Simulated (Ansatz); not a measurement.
C₂H₅NSSi, SMILES `N[SiH]1C=C1S`. Charge 0, multiplicity 1. Geometry: relaxed with PBE0-D4/def2-TZVP. It is one conformer, not always the lowest.

```xyz
10

N     1.056   -1.568    0.522
Si    0.798   -0.008   -0.096
C    -0.342    0.382   -1.407
C    -0.805    0.818   -0.213
S    -2.265    1.592    0.273
H     1.843   -1.787    1.108
H     0.378   -2.308    0.473
H     2.039    0.750    0.182
H    -0.743    0.393   -2.415
H    -1.959    1.735    1.572
```

(1) What is the dipole moment at PBE/def2-TZVPP? (Estimate.)

(2) And with r2SCAN, B3LYP, ωB97M-V? (Best estimate.)

(3) Give the Mulliken charges with PBE, r2SCAN, ωB97M-V in def2-TZVPP. (Best estimate.)

Answers

(1) Ansatz gave: 2.12 D, with components (0.78, -1.49, 1.29) D in this frame, pointing from negative to positive charge.

(2) The calculation gave: r2SCAN 2.19 D, B3LYP 2.16 D, ωB97M-V 2.17 D.

(3) Computed: 
```csv
atom,PBE,r2SCAN,ωB97M-V
N1,-0.41,-0.48,-0.38
Si2,0.34,0.54,0.44
C3,-0.23,-0.28,-0.28
C4,-0.05,-0.10,-0.13
S5,-0.10,-0.09,-0.07
H6,0.16,0.17,0.12
H7,0.16,0.17,0.12
H8,-0.08,-0.09,-0.04
H9,0.09,0.07,0.12
H10,0.11,0.10,0.11
```

B3LYP here is the variant with VWN-RPA as its local correlation; programs differ in this.
